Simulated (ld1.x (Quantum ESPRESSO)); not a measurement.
u(r) = r·R(r): atom against pseudo-atom (nitrogen)

Columns: radius, all-electron u(r) and pseudo u(r) of the 2s shell (level -40.23 eV) of nitrogen in the configuration [He] 2s2 2p1.5; LDA (PZ), non-relativistic, PAW scheme, ld1.x (Quantum ESPRESSO) 7.5.

| r (bohr) | all-electron | pseudo |
| --- | --- | --- |
| 0.085 | 0.3999 | -0.1459 |
| 0.170 | 0.3776 | -0.2875 |
| 0.255 | 0.1835 | -0.4209 |
| 0.340 | -0.0610 | -0.5426 |
| 0.425 | -0.2981 | -0.6501 |
| 0.510 | -0.5025 | -0.7413 |
| 0.595 | -0.6653 | -0.8154 |
| 0.680 | -0.7862 | -0.8722 |
| 0.765 | -0.8686 | -0.9121 |
| 0.850 | -0.9179 | -0.9361 |
| 0.935 | -0.9397 | -0.9451 |
| 1.020 | -0.9396 | -0.9403 |
| 1.105 | -0.9226 | -0.9226 |
| 1.190 | -0.8929 | -0.8929 |
| 1.275 | -0.8541 | -0.8541 |
| 1.360 | -0.8092 | -0.8092 |
| 1.445 | -0.7605 | -0.7605 |
| 1.530 | -0.7098 | -0.7098 |
| 1.615 | -0.6586 | -0.6586 |
| 1.700 | -0.6080 | -0.6080 |
| 1.785 | -0.5587 | -0.5587 |
| 1.870 | -0.5115 | -0.5115 |
| 1.955 | -0.4666 | -0.4666 |
| 2.040 | -0.4243 | -0.4243 |
| 2.125 | -0.3847 | -0.3847 |
| 2.210 | -0.3479 | -0.3479 |

Problem. How many radial nodes do the two functions have?

Solution. The all-electron 2s function has n − l − 1 = 1; the pseudo-wave has 0, since the states of the same l below it are removed with the core.

Problem. At about which radius was the pseudo-wave matched?

Solution. 1.10 bohr, where the columns begin to agree (steps of 0.09 bohr).

Problem. Is the pseudo-wave norm-conserving?

Solution. No, it belongs to a PAW set: the norm inside the radius is not constrained, and the difference is carried by the augmentation charge.
